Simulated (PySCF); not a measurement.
CHNO, SMILES N=C=O (connectivity only; charge and spin as stated), charge +1, multiplicity 2.

Coordinates come from a ωB97X-D3(BJ)/def2-TZVP optimisation. The multiplicity is an assumed one; other spin states were not compared.

The numbers are results of PySCF 2.14.0 with TDA-CAM-B3LYP/def2-TZVPD, not measurements.

Vertical excitations. Isolated molecule, no solvent.

Question: List the lowest excited states. (An estimate is asked for; the answer gives what the named calculation found.)

Answer: 
| state | energy (eV) | λ (nm) | f | main pairs |
|---|---|---|---|---|
| root 1 | 1.13 | 1100 | 0.000 | β HOMO→LUMO 98 % |
| root 2 | 5.26 | 236 | 0.001 | β HOMO−2→LUMO 92 % |
| root 3 | 5.40 | 230 | 0.023 | α HOMO−1→LUMO+1 5 %, β HOMO−1→LUMO 85 % |
| root 4 | 6.82 | 182 | 0.005 | β HOMO−3→LUMO 93 % |
| root 5 | 6.95 | 178 | 0.002 | α HOMO→LUMO 35 %, β HOMO→LUMO+1 62 % |
| root 6 | 8.11 | 153 | 0.001 | α HOMO−1→LUMO 92 % |
| root 7 | 8.38 | 148 | 0.000 | β HOMO−4→LUMO 90 % |
| root 8 | 8.43 | 147 | 0.011 | α HOMO−1→LUMO+1 54 %, α HOMO→LUMO 34 %, β HOMO→LUMO+1 11 % |
| root 9 | 8.50 | 146 | 0.000 | α HOMO→LUMO+1 89 % |
| root 10 | 9.48 | 131 | 0.005 | α HOMO→LUMO+1 6 %, β HOMO→LUMO+3 85 % |
Unrestricted roots are not spin-pure.
